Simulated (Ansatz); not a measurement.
Compare A (`C[SiH2]C[SiH2]F`) with its isomer B (`F[SiH2]CC[SiH3]`).

Isolated molecules relaxed with PBE0-D4/def2-TZVP in Ansatz; ΔE leaves out vibrations. CBS: MP2 limit from def2 TZ/QZ plus the TZ coupled-cluster correction, frozen cores. DFT in def2-TZVPP. B3LYP here is the variant with VWN-RPA as its local correlation; programs differ in this. Each species was taken in one conformer, which may not be the lowest.

**Question.** Which is lower in electronic energy at CCSD(T)/CBS, and by how much? (Best estimate.)

**Answer.** The calculation gave: A, by 17.2 kcal/mol.

**Question.** Give E(B) − E(A) in kcal/mol with ωB97M-V, LDA (SPW92), CCSD(T)/def2-SVP, B3LYP-D4, B3LYP, MP2/def2-TZVPP, HF/def2-TZVPP. (An estimate is asked.)

**Answer.** The calculation gave: ωB97M-V 17.2, LDA (SPW92) 16.1, CCSD(T)/def2-SVP 13.2, B3LYP-D4 16.4, B3LYP 17.2, MP2/def2-TZVPP 17.6, HF/def2-TZVPP 17.0. None reverses the order clearly.

**Question.** Does the order hold for the free energy at 298.15 K (harmonic terms from PBE0-D4)? (An estimate is asked.)

**Answer.** Ansatz gave: Yes: G(B) − G(A) = +17.3 kcal/mol, for one conformer each. Modes under 60 cm⁻¹, often nearly free rotors, make the harmonic entropy too high.

Largest T1 diagnostic: 0.011.

Leaving LDA and LC-ωPBE aside and taking each functional with its dispersion term where it has one, the values, not all of them listed here, spread over 2.3 kcal/mol, from revPBE-D4 to B97M-V. LDA lies −1.0 kcal/mol from PBE without D4. The D4 term adds −0.8 kcal/mol with B3LYP and −0.4 kcal/mol with PBE0; it sums over pairs of atoms, weighted by their polarisabilities, and B3LYP, whose exchange is more repulsive, gets the larger term.
